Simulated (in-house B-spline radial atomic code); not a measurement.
A run on an ion of nuclear charge 65 with 65.4 electrons that did not converge. Method: scalar-relativistic (X2C) LDA exchange-only, spin-polarised, spherical fractional occupations, Fermi nucleus of rms radius 5.06 fm; computed with an all-electron radial atomic-structure program (B-spline basis).

Command:
```bash
python run_scf.py task.json out
```
Settings (nuclear radius in fm, mass in u):
```
Z                65
configuration    [Xe] 4f9.4 6s2
hamiltonian      x2c
method           lda,
spin_polarised   True
nucleus          fermi
rms_radius       5.06
atomic_mass      158.92535
speed_of_light   137.035999084
```

First and last ten iterations of the last attempt (damped for 15 steps, keeping 80 % of the old Fock matrix, then DIIS):
```
 iter        energy (Eh)    residual
    1      -11649.487485    7.07e-01
    2      -11648.959479    1.33e+00
    3      -11671.330912    8.24e-01
    4      -11683.261051    4.96e-01
    5      -11689.108276    3.06e-01
    6      -11691.718065    1.97e-01
    7      -11692.784211    1.18e-01
    8      -11693.202167    7.33e-02
    9      -11693.377534    5.26e-02
   10      -11693.463307    3.86e-02
  111      -11691.475291    1.35e-01
  112      -11691.480840    1.35e-01
  113      -11691.480434    1.35e-01
  114      -11691.481698    1.35e-01
  115      -11691.475524    1.35e-01
  116      -11691.470188    1.35e-01
  117      -11691.463215    1.36e-01
  118      -11693.503222    2.95e-02
  119      -11691.705564    1.23e-01
  120      -11693.480084    3.45e-02
 not converged after 120 iterations
```

The smallest residual met was 1.9e-02; the threshold is about 6e-07. No energy from this run should be used. The likely cause: this method binds the added charge weakly or not at all at the basis-set limit, so charge moves back and forth between the atom and the box. Cost of the run: 2.6 s on 1 thread of Arm Neoverse V2 (shared host).
